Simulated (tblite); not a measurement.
C5H6ClNSi.
SMILES: `N#C[C@@]12C[C@@H]1[C@]2([SiH3])Cl`

Level: GFN2-xTB in tblite, geometry and Hessian alike; calculated harmonic values, unscaled, isolated species. Against measured fundamentals such values can be off by several per cent, at times by over 20. Modes of hydrogen on silicon can be 10 to 20 % off.

Harmonic wavenumbers (cm⁻¹): 84.8, 91.9, 110.0, 160.4, 215.5, 246.6, 314.7, 404.8, 436.4, 505.1, 523.8, 545.0, 561.8, 695.0, 746.5, 759.0, 773.1, 782.7, 848.1, 900.4, 921.3, 966.6, 1016.5, 1083.7, 1099.6, 1157.9, 1292.4, 1431.8, 1511.1, 2291.7, 2313.4, 2333.6, 2367.5, 3057.3, 3064.1, 3157.5.

A = 1870, B = 1251, C = 917.0 MHz; mass 142.996 u (most abundant isotopes); point group C1, symmetry number 1.

Problem. What is the zero-point energy?

Solution. Half the sum of the wavenumbers: 19386 cm⁻¹ = 55.43 kcal/mol.

Problem. Entropy at 273.15 K, 1 bar (ideal gas, RRHO, classical rotation)?

Solution. Translation 40.38, rotation 29.13, vibration 22.21: S = 91.7 cal/(mol K).

Problem. And Cp and H(273.15 K) − H(0)?

Solution. Cp = 33.45 cal/(mol K), of which vibrations give 25.50 (their classical limit is 36 R = 71.5); H(273.15 K) − H(0) = 5.57 kcal/mol without the zero-point energy, 3.40 from vibrations.

Problem. How do the functions run with temperature in this model?

Solution. 
```tsv
T (K)	S (cal/(mol K))	Cp (cal/(mol K))	H − H(0) (kcal/mol)	G − H(0) (kcal/mol)	ln q(vib)
150	75.5	21.8	2.16	-9.16	2.14
250	88.8	31.3	4.82	-17.39	4.38
298.15	94.7	35.6	6.44	-21.81	5.48
400	106.3	43.3	10.47	-32.06	7.83
600	126.0	53.5	20.23	-55.35	12.30
900	149.6	62.6	37.78	-96.83	18.39
```

q(vib) and H(0) count from the zero-point level.

Problem. Blend soft modes into free rotors: weight 1/[1 + (100 cm⁻¹/ν̃)⁴] for the oscillator and the rest for a rotor with moment μB/(μ + B), μ = h/(8π²ν), B = 10⁻⁴⁴ kg m². What vibrational entropy results?

Solution. 21.26 cal/(mol K) in place of 22.21, which changes −T·S at 273.15 K by +0.26 kcal/mol.

Problem. Which modes carry the vibrational entropy at 273.15 K?

Solution. 84.8 cm⁻¹: 3.61; 91.9 cm⁻¹: 3.45; 110.0 cm⁻¹: 3.10; 160.4 cm⁻¹: 2.38; 215.5 cm⁻¹: 1.84; 246.6 cm⁻¹: 1.60 cal/(mol K); the other 30 give 6.23 together.

Problem. What must be added to the electronic energy to get the Gibbs energy at 273.15 K and 1 bar?

Solution. ZPE + [H(273.15 K) − H(0)] − T·S = 55.43 + 5.57 − 25.05 = 35.95 kcal/mol.

Hindered rotation and anharmonicity are outside this model. The structure is chiral; the term R ln 2 for an equal mix with its mirror image is left out.
